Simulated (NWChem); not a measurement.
# MgHCl; SMILES [MgH][Cl]

Program: NWChem. Pople sets run with spherical d functions. B3LYP is NWChem's, with the RPA form of VWN correlation. Each level has its own optimisation; frequencies are unscaled.

```tsv
level	r H–Mg (Å)	r Cl–Mg (Å)	highest harmonic frequency (cm⁻¹)	lowest (cm⁻¹)	zero-point energy (kcal/mol)
CAM-B3LYP/def2-SVP	1.674	2.198	1912	427	5.8
PBE0/def2-TZVP	1.686	2.188	1859	381	5.6
BLYP/def2-SVP	1.689	2.222	1832	412	5.5
Hartree-Fock/STO-3G	1.526	2.110	2574	485	7.8
B3LYP/6-31G*	1.693	2.211	1665	331	3.5
```
